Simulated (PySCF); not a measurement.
C₂H₆BFOS, SMILES COB(F)SC. Atoms are numbered in the order given.

```xyz
12

B      0.0768     0.5467     0.1463
F      0.3453     1.7916     0.5613
O     -0.9008     0.3053    -0.7500
C     -1.7122     1.3203    -1.3186
H     -1.4329     2.3210    -0.9553
H     -1.6074     1.2922    -2.4144
H     -2.7656     1.1255    -1.0631
S      1.0740    -0.8040     0.8307
C      0.3358    -2.2452    -0.0265
H     -0.7281    -2.3446     0.2253
H      0.8797    -3.1341     0.3192
H      0.4442    -2.1481    -1.1145
```
Charge 0, spin multiplicity 1.

Geometry optimised at B3LYP-D3(BJ)/def2-SVP. One conformer was computed; it need not be the lowest.

These are B3LYP-D3(BJ)/def2-SVP in PySCF values and carry that method's errors.

Frequencies are harmonic and unscaled.

Computed normal modes with their intensities:
```csv
mode,ν (cm⁻¹),IR (km/mol),Raman (Å⁴/amu),depolarisation,moving atoms (share of kinetic energy)
1,40,0.0,0.1,0.75,H 97 %
2,80,0.0,0.1,0.75,H 89 %
3,113,2.7,0.4,0.75,"O 26 %, H 21 %, C 20 %, F 19 %, S 13 %"
4,130,1.7,0.0,–,"O 29 %, H 24 %, C 19 %, S 18 %"
5,153,1.7,1.5,0.70,"C 56 %, H 26 %, O 9 %"
6,253,7.7,0.5,0.19,"F 31 %, C 31 %, H 19 %, O 11 %"
7,353,3.0,2.5,0.58,"F 45 %, C 17 %, S 14 %, O 9 %, B 9 %"
8,426,1.1,2.8,0.24,"S 52 %, O 17 %, C 15 %, F 9 %"
9,582,27.0,1.9,0.75,"B 83 %, O 8 %"
10,691,13.6,13.1,0.10,"O 30 %, F 25 %, C 18 %, S 11 %, H 8 %"
11,721,8.7,6.6,0.56,"C 42 %, S 30 %, O 10 %, F 9 %, H 8 %"
12,965,4.6,4.1,0.75,"H 84 %, C 14 %"
13,980,7.0,4.5,0.52,"H 78 %, C 18 %"
14,1045,1.5,4.9,0.52,"C 38 %, O 27 %, B 24 %"
15,1182,0.9,2.2,0.75,"H 77 %, C 18 %"
16,1186,63.1,2.9,0.75,"H 69 %, C 19 %"
17,1244,523.8,0.1,0.69,"B 60 %, F 19 %, O 13 %"
18,1337,4.4,2.2,0.74,"H 82 %, C 13 %"
19,1404,310.7,5.8,0.24,"H 39 %, B 32 %, O 14 %, C 12 %"
20,1447,6.7,18.2,0.75,H 95 %
21,1452,13.3,11.5,0.73,H 95 %
22,1476,4.0,19.2,0.75,H 96 %
23,1477,2.7,19.2,0.74,H 96 %
24,1515,142.7,5.1,0.74,"H 53 %, B 26 %, O 16 %"
25,3030,57.1,148.9,0.01,H 98 %
26,3057,19.0,126.4,0.01,H 98 %
27,3116,22.7,91.3,0.75,"H 90 %, C 10 %"
28,3130,14.4,61.2,0.74,"H 90 %, C 10 %"
29,3165,4.7,53.5,0.75,"H 90 %, C 10 %"
30,3166,4.6,83.0,0.73,"H 90 %, C 10 %"
```
